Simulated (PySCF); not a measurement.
C2H5ClFNSi, SMILES N[Si@H](Cl)/C=C/F. Atoms are numbered in the order given.

```xyz
11

N     -2.1774     0.5025    -0.8041
Si    -0.7987    -0.4676    -0.4947
Cl    -0.5856    -1.0383     1.5084
C      0.7231     0.4935    -0.9274
C      1.7275     0.6907    -0.0750
F      2.8173     1.3892    -0.3940
H     -3.1058     0.0931    -0.8120
H     -2.2005     1.4676    -0.4904
H     -0.9583    -1.7336    -1.2496
H      0.8197     0.9325    -1.9281
H      1.7648     0.3127     0.9529
```
Charge 0, spin multiplicity 1.

Coordinates come from a ωB97X-D3(BJ)/def2-SVP optimisation. The structure was generated by enumeration; whether it is a known compound was not checked. The values are those of a single conformer.

Level of theory: TDDFT-PBE/def2-SVPD (PySCF 2.14.0).

Vertical excitations. The molecule is in vacuum.

Computed excitation energies, oscillator strengths and character:
```tsv
state	energy (eV)	λ (nm)	f	main pairs
S1	5.03	246	0.005	HOMO→LUMO 94 %
S2	5.89	211	0.004	HOMO−2→LUMO 99 %
S3	6.20	200	0.001	HOMO−3→LUMO 95 %
S4	6.37	195	0.130	HOMO−1→LUMO 46 %, HOMO−1→LUMO+1 23 %, HOMO→LUMO+1 21 %
S5	6.60	188	0.037	HOMO→LUMO+1 59 %, HOMO→LUMO+2 23 %, HOMO−1→LUMO+1 11 %
S6	6.73	184	0.070	HOMO→LUMO+2 45 %, HOMO−1→LUMO+2 29 %, HOMO→LUMO+1 12 %
S7	6.84	181	0.023	HOMO−1→LUMO+2 67 %, HOMO→LUMO+2 19 %
S8	7.08	175	0.044	HOMO→LUMO+3 37 %, HOMO−1→LUMO+1 35 %, HOMO−1→LUMO 9 %, HOMO−1→LUMO+3 9 %
S9	7.12	174	0.072	HOMO→LUMO+3 44 %, HOMO−1→LUMO+1 15 %, HOMO−1→LUMO 12 %, HOMO−1→LUMO+3 9 %
S10	7.23	171	0.015	HOMO→LUMO+4 92 %
T1	4.34	286	0	HOMO−1→LUMO 81 %, HOMO→LUMO 16 %
T2	4.95	250	0	HOMO→LUMO 84 %, HOMO−1→LUMO 16 %
T3	5.77	215	0	HOMO−2→LUMO 99 %
T4	6.12	202	0	HOMO−3→LUMO 99 %
```
Triplets are in the Tamm–Dancoff approximation, which puts them higher than full response would, so one can lie above its singlet here.
